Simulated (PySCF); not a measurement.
How do the members of this family differ from one of them?

PySCF, CAM-B3LYP/def2-SVPD, density fitting, gas phase; each molecule at its own PBE0-D3(BJ)/def2-SVP geometry, one conformer. Singlet excitations by full TDDFT with frozen cores and triplets by Tamm–Dancoff TDDFT. 

Torsions of the conformers computed, which needn't be the lowest (atom-mapped SMILES):
- `[BH2-:1]1[O:2][CH:3]=[C:4]([CH:5]2[CH2:6][CH2:7]2)[CH:8]=[O+:9]1`: C3–C4–C5–C6 145°
- `[BH2-:1]1[O:2][CH:3]=[C:4]([c:5]2[cH:6][cH:7][cH:8][o:9]2)[CH:10]=[O+:11]1`: C3–C4–C5–C6 8°
- `[CH3:1][CH2:2][O:3][C:4]1=[CH:5][O:6][BH2-:7][O+:8]=[CH:9]1`: C1–C2–O3–C4 178°, C2–O3–C4–C5 164°
- `[CH3:1][CH:2]([CH3:3])[O:4][C:5]1=[CH:6][O:7][BH2-:8][O+:9]=[CH:10]1`: C1–C2–O4–C5 166°, C2–O4–C5–C6 -93°
- `[CH3:1][CH:2]([CH3:3])[C:4]1=[CH:5][O:6][BH2-:7][O+:8]=[CH:9]1`: C1–C2–C4–C5 -106°

The conformers of `[BH2-]1OC=C(C2CCCC2)C=[O+]1` aren't listed.

Reference: `[BH2-]1OC=C(C2CC2)C=[O+]1`, with HOMO energy -7.76 eV, LUMO energy -1.33 eV, lowest singlet excitation 3.35 eV, lowest triplet excitation 2.12 eV and mean polarisability 90.9 au.

Changes against it:

```
                   molecule  Δ HOMO energy (eV)  Δ LUMO energy (eV)  Δ lowest singlet excitation (eV)  Δ lowest triplet excitation (eV)  Δ mean polarisability (au)
   CC(C)OC1=CO[BH2-][O+]=C1               -0.60               -0.02                             +0.45                             +0.38                        +7.1
[BH2-]1OC=C(C2CCCC2)C=[O+]1               -0.09               +0.07                             +0.10                             +0.12                       +22.0
    CC(C)C1=CO[BH2-][O+]=C1               -0.54               +0.07                             +0.45                             +0.45                        +2.1
```

Rows whose labels were lost:

| row | Δ HOMO energy (eV) | Δ LUMO energy (eV) | Δ lowest singlet excitation (eV) | Δ lowest triplet excitation (eV) | Δ mean polarisability (au) |
| --- | --- | --- | --- | --- | --- |
| P | +0.40 | -0.17 | -0.24 | -0.08 | +18.6 |
| Q | -0.19 | -0.03 | +0.18 | -0.02 | -3.2 |

Problem. Which row belongs to which of `[BH2-]1OC=C(c2ccco2)C=[O+]1` and `CCOC1=CO[BH2-][O+]=C1`?

Solution. P = `[BH2-]1OC=C(c2ccco2)C=[O+]1` and Q = `CCOC1=CO[BH2-][O+]=C1`. P and Q are told apart most clearly by the mean polarisability (+18.6 against -3.2 au).
